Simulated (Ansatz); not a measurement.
Cl3H2NSn, SMILES `[NH2][Sn]([Cl])([Cl])[Cl]`. The species carries charge 0 and has multiplicity 1. Correlated methods include outer-core shells of Sn, which these sets cover unevenly. Sn takes the def2 core potential.

Cartesian coordinates in Å:
```
N -0.368 0.891 0.990
Sn 0.072 -0.307 -0.542
Cl 1.085 0.951 -2.172
Cl 1.491 -2.067 -0.062
Cl -1.884 -1.212 -1.330
H -0.850 0.403 1.736
H 0.453 1.341 1.379
```

**Question.** Give the diagnostics of a CCSD(T)/def2-TZVPP run (frozen core, Ansatz 0.2.0). (An estimate is asked.)

**Answer.** Ansatz gave: T1 = 0.0111, largest single amplitude 0.037, largest double 0.020, (T) share of the correlation energy 3.9 %, 10 CCSD cycles. The RHF solution is stable towards an unrestricted one. T1 lies under the customary mark of 0.02 for closed shells.
